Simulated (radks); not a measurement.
Results of a calculation; reference values are marked as such.
Task: Ionisation ladder of gold, from Au I to Au XXII. Each ion is in the ground configuration listed by NIST, and IE = E(next ion) - E(this ion). Code: a radial shooting solver on a logarithmic mesh with Libxc functionals. Model: scalar-relativistic Kohn-Sham, BLYP, spin-polarised, spherical densities, finite nucleus; open shells are filled with parallel spins first (spin-orbit coupling, left out, can overturn this in heavy ions); Fermi nuclear charge, rms radius 5.4371 fm.

species            configuration  IE, Delta-SCF (eV)  <r> HOMO (bohr)
Au I          [Xe] 4f14 5d10 6s1               9.593             2.86
Au II             [Xe] 4f14 5d10              20.955             1.58
Au III             [Xe] 4f14 5d9              33.225             1.50
Au IV              [Xe] 4f14 5d8              46.580             1.44
Au V               [Xe] 4f14 5d7              60.840             1.39
Au VI              [Xe] 4f14 5d6                   ?             1.35
Au VII             [Xe] 4f14 5d5              96.080             1.30
Au VIII            [Xe] 4f14 5d4              113.03             1.27
Au IX              [Xe] 4f14 5d3              130.53             1.24
Au X               [Xe] 4f14 5d2              148.53             1.21
Au XI              [Xe] 4f14 5d1              166.94             1.18
Au XII                 [Xe] 4f14              252.48            0.986
Au XIII   [Kr] 4d10 4f14 5s2 5p5              274.50            0.973
Au XIV    [Kr] 4d10 4f14 5s2 5p4              296.74            0.961
Au XV     [Kr] 4d10 4f14 5s2 5p3                   ?            0.949
Au XVI    [Kr] 4d10 4f14 5s2 5p2              347.75            0.938
Au XVII   [Kr] 4d10 4f14 5s2 5p1                   ?            0.928
Au XVIII      [Kr] 4d10 4f14 5s2              461.92            0.475
Au XIX        [Kr] 4d10 4f13 5s2              504.03            0.831
Au XX         [Kr] 4d10 4f12 5s2              517.66            0.819
Au XXI        [Kr] 4d10 4f12 5s1                   ?            0.810
Au XXII           [Kr] 4d10 4f12              613.34            0.453

Estimate the withheld Delta-SCF values.

Result: Au VI: 75.901 eV (NIST 74); Au XV: 324.40 eV (NIST 324); Au XVII: 371.18 eV (NIST 392); Au XXI: 548.09 eV (NIST 550).
